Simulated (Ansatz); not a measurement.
CH$_{4}$FISn (`[CH3][SnH]([F])[I]`), charge 0, multiplicity 1.

(1) Give a relaxed structure at PBE0-D4/def2-TZVP (Ansatz). (Best estimate.)

Answers

(1) Computed: 
Z-matrix (Å, degrees):
```
C
Sn 1 2.119
H 1 1.089 2 109.7
H 1 1.090 2 109.2 3 120.7
H 1 1.089 2 108.2 3 -119.7
F 2 1.923 1 105.2 3 177.0
I 2 2.669 1 110.5 3 63.6
H 2 1.702 1 120.3 3 -65.5
```
